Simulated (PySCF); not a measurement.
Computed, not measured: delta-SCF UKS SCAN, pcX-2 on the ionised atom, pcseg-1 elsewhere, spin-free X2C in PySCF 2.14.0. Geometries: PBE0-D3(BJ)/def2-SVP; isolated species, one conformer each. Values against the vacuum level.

(1) Rank by computed C 1s binding energy, lowest first.
A. C4 in `[CH3:1][C@H:2]([OH:3])[CH2:4][OH:5]`
B. C3 in `[CH3:1][O:2][CH2:3][O:4][CH3:5]`
C. C3 in `[CH3:1][CH2:2][CH2:3][CH2:4][F:5]`
D. C3 in `[SiH3:1][O:2][c:3]1[cH:4][cH:5][n:6][cH:7][cH:8]1`
E. C5 in `[CH:1]#[C:2][CH2:3][PH2+:4][CH2:5][CH2:6][CH2:7][CH3:8]`

(2) Rank by computed O 1s binding energy, lowest first.
A. Oxygen in `C(OC)OC`
B. O3 in `[CH3:1][C@H:2]([OH:3])[CH2:4][OH:5]`
C. Oxygen in `OCCCO`

## Answers

(1) C (290.82 eV), A (292.06 eV), D (292.62 eV), B (293.50 eV), E (295.91 eV).

The highest is bonded to C, 2 H and P in a species of charge +1, the lowest to 2 C and 2 H; the range is 5.09 eV.

(2) C (537.97 eV), A (538.54 eV), B (538.95 eV).

The highest is bonded to C and H, the lowest to C and H; the range is 0.98 eV.

1 of these hole states is spin-contaminated (⟨S²⟩ 0.87, against 0.75; counted from 0.85) and less certain.
